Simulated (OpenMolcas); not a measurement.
## V3+: effect of the metal basis

V3+ with its 6 nearest chloride ions at 2.477 Å, on the Y site of Cs2NaYCl6 (a = 10.7396 Å, distance in the model lattice 2.619 Å). The rest of the host is ab initio model potentials to 7.6 Å and point charges beyond; the distance is set by hand and nothing relaxes.

```
Program             : OpenMolcas
Method              : SS-CASPT2, IPEA 0.25 Eh, imaginary shift 0.1 Eh (closed shells correlated: 3s 3p and the ligand valence shells)
Spin-orbit coupling : RASSI with atomic mean-field integrals over the reference wave functions
```

Fixed: ligand basis ANO-RCC-VDZP, active space 2 electrons in 5 orbitals (3d), DKH2 Hamiltonian.

States (labels of O, the rotations of Oh). Energies in cm-1 above the lowest state or level, χT in cm3 K/mol; under a threefold ground state the first gap can be a small split of the lowest multiplet, not the spin-orbit step; 10Dq and B are least-squares fits to the states below 45000 cm-1, weighted by degeneracy, with a free offset, and given where the rms deviation is under 5 % of |10Dq| (or 100 cm-1) and under 700 cm-1.

```tsv
Run	Metal basis	Ground state	First state of that spin	10Dq	B (rms of fit)	First gap with spin-orbit (degeneracies)	χT at 300 K	First state of another spin	Cost
A	ANO-RCC-VDZP	3T1	3T2 10830	12062	741 (256)	6 (2, 3)	0.898	1T2 9760	roughly 80 core-seconds
B	ANO-RCC-VTZP	3T1	3T2 11040	12085	733 (263)	6 (2, 3)	0.905	1T2 9390	roughly 2.4 core-minutes
```

Against A, |10Dq| changes by +0.2 % in B.

Costs are those of the CASPT2 steps.

Roots that are degenerate in the reference are averaged as groups; the widest CASPT2 spread within a group is 270 cm-1 (the 3-fold group of multiplicity 3 near 10800 cm-1 above the lowest state of its run, A). Shifts and gaps below about the spread of the groups concerned are not significant. Over all roots computed the reference weight is 0.67 to 0.68 in A, 0.66 to 0.68 in B; a low but even weight reflects the number of correlated electrons. An orbital triplet at a regular site is open to Jahn-Teller coupling, which can distort the site and quench the lowest spin-orbit gaps and is left out. Ligand-to-metal charge-transfer states are missing. With no ligand orbital active B as a rule stays too high, so bands that hang on it stand too high and its fall with covalency is understated. With one d shell and no ligand orbital active, 10Dq can be off by a tenth or more. No measured value stands beside these numbers; the geometry was set by hand and not optimised.
